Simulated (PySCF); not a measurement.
Computed shifts of a molecule F2H5NSi2, PBE/pcSseg-1 (PySCF), GIAO, gas phase, atoms alike by connectivity averaged where their shifts nearly agree, in ppm (number of nuclei): ²⁹Si: 15.5 (1), -52.5 (1). ¹⁹F: -177.0 (2). ¹⁵N: 0.0 (1). ¹H: 6.20 (1), 5.28 (2), 0.18 (2). References: ²⁹Si against TMS (σ = 335.4 ppm); ¹⁹F against CFCl3 (σ = 133.6 ppm); ¹⁵N against NH3 (σ = 267.0 ppm); ¹H against TMS (σ = 31.49 ppm), references at their B3LYP-D3(BJ)/def2-TZVP geometries, non-relativistic. Coordinates come from a PBE-D3(BJ)/def2-SVP optimisation. Other conformers were not sampled.

Task: Identify the compound among the candidates.
A) F[SiH](F)N[SiH3]
B) N[Si](F)(F)[SiH3]
C) N[SiH2][SiH](F)F
D) F[SiH2]N[SiH2]F

Result: C, N[SiH2][SiH](F)F
